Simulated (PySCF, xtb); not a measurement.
Ga(OH)2 (GaH2O2), SMILES [OH][Ga][OH], multiplicity 2. Other conformers were not sampled.

Harmonic wavenumbers (cm⁻¹) from GFN2-xTB (xtb) at its own minimum, in rising order: 117, 174, 226, 354, 446, 517, 525, 3645, 3647.

What does B3LYP-D3(BJ)/def2-TZVP (PySCF 2.14.0) give at its own minimum? (Estimate from the structure and the level; the computed values follow.)

181, 271, 324, 613, 647, 773, 828, 3831, 3831. Paired by order, the mean absolute difference is 183 cm⁻¹ and the zero-point energies are 13.8 and 16.2 kcal/mol.
